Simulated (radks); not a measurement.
Results of a calculation; reference values are marked as such.
Task: The mean radii <r> (bohr) of the occupied orbitals of an atom or ion are listed with their occupations. Code: a radial shooting solver on a logarithmic mesh with Libxc functionals. Model: non-relativistic Kohn-Sham, LDA (Slater exchange, Perdew-Wang correlation), spin-polarised, spherical densities, point nucleus.

orbital  occ.      <r>
1s up       1  0.03106
1s down     1  0.03106
2s up       1   0.1319
2s down     1   0.1318
2p up       3   0.1122
2p down     3   0.1122
3s up       1   0.3131

Name the element and its charge. Open shells, if any, are filled with parallel spins first.

Result: Z = 49, indium, charge +38: In38+ in [Ne] 3s1. The 1s radius gives Z: for a bare nucleus <r> = 1.5/Z, 0.03061 bohr for Z = 49, and screening makes it slightly larger (0.03106 here). The occupations add up to 11, and the charge is Z minus that.
